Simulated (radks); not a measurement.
Kinetic energies: the exact non-interacting value of the Kohn-Sham orbitals and orbital-free approximations, as 100 (|E| - |E exact|)/|E exact|, negative where the magnitude is too small. Species: Xe [Xe]; Au [Xe] 4f14 5d10 6s1; Ge3+ [Ar] 3d10 4s1; Mg [Ne] 3s2; Au [Xe] 4f14 5d10 6s1. Calculated with a radial shooting solver on a logarithmic mesh with Libxc functionals: non-relativistic Kohn-Sham, r2SCAN, spin-polarised, spherical densities, point nucleus; meta-GGA in the generalised Kohn-Sham scheme. Every spin shell is full or empty, so the densities are truly spherical. Functionals are evaluated on that one density, not self-consistently.

| functional | Xe | Au | Ge3+ | Mg | Au |
|---|---|---|---|---|---|
| exact (hartree) | 7232.24 | 17865.4 | 2073.57 | 199.691 | 17865.4 |
| Thomas-Fermi | -5.18 | -4.64 | -6.16 | -7.88 | -4.64 |
| TF + vW | +35.36 | +30.93 | +42.21 | +58.42 | +30.93 |
| TF + vW/9 | -0.67 | -0.69 | -0.79 | -0.51 | -0.69 |
| TF + vW/5 | +2.93 | +2.48 | +3.51 | +5.38 | +2.48 |
| LC94 | +0.07 | +0.02 | -0.03 | +0.12 | +0.02 |
| revAPBEK | +0.29 | +0.18 | +0.29 | +0.68 | +0.18 |
| Thakkar | -0.60 | -0.78 | -0.50 | +0.01 | -0.78 |
| LKT | +18.63 | +15.99 | +22.89 | +34.19 | +15.99 |
| DePristo-Kress | -0.11 | -0.20 | -0.12 | -0.08 | -0.20 |
